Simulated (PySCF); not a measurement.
Choosing a molecule for a target property.

All species are isolated and taken at one optimised geometry, non-relativistic unless stated. Electronic properties by PySCF.

The conformers computed, where there is a choice (atom-mapped SMILES and torsion angles):
- `[CH2:1][CH2:2][NH:3][CH:4]([CH3:5])[CH3:6]`: C1–C2–N3–C4 -83°, C2–N3–C4–C5 156°
- `[CH3:1][C:2]([CH3:3])[C@@H:4]([CH3:5])[NH2:6]`: C1–C2–C4–C5 154°, H–N6–C4–C2 -64°, H–N6–C4–C2 178°
- `[CH3:1][CH:2][N:3]([CH3:4])[CH2:5][CH3:6]`: C1–C2–N3–C4 28°, C2–N3–C5–C6 -74°
- `[CH3:1][C:2]([OH:3])[SiH2:4][O:5][SiH2:6][SiH3:7]`: C1–C2–Si4–O5 180°, C2–Si4–O5–Si6 -172°, Si4–O5–Si6–Si7 46°, H–O3–C2–C1 179°

**Question.** Wanted: smallest rotational constant between 1.6 GHz and 1.9 GHz (GFN2-xTB) and isotropic g value below 2.003 (unrestricted B3LYP/pcH-1, mean-field spin–orbit), at GFN2-xTB geometries. Which candidate meets both?
A. `[H]/[C-]=[C]/c1cccs1` [radical]
B. `[CH2]CNC(C)C` [radical]
C. `C[C](O)[SiH2]O[SiH2][SiH3]` [radical]
D. `C[C](C)[C@@H](C)N` [radical]
E. `C[CH]N(C)CC` [radical]

**Answer.** B. Computed values:
```
                             species  smallest rotational constant  isotropic g value
C[C](O)[SiH2]O[SiH2][SiH3] [radical]                     0.552 GHz            2.00338
      [H]/[C-]=[C]/c1cccs1 [radical]                     1.339 GHz            2.00449
              [CH2]CNC(C)C [radical]                     1.824 GHz            2.00242
               C[CH]N(C)CC [radical]                     1.958 GHz            2.00287
         C[C](C)[C@@H](C)N [radical]                     2.193 GHz            2.00262
```
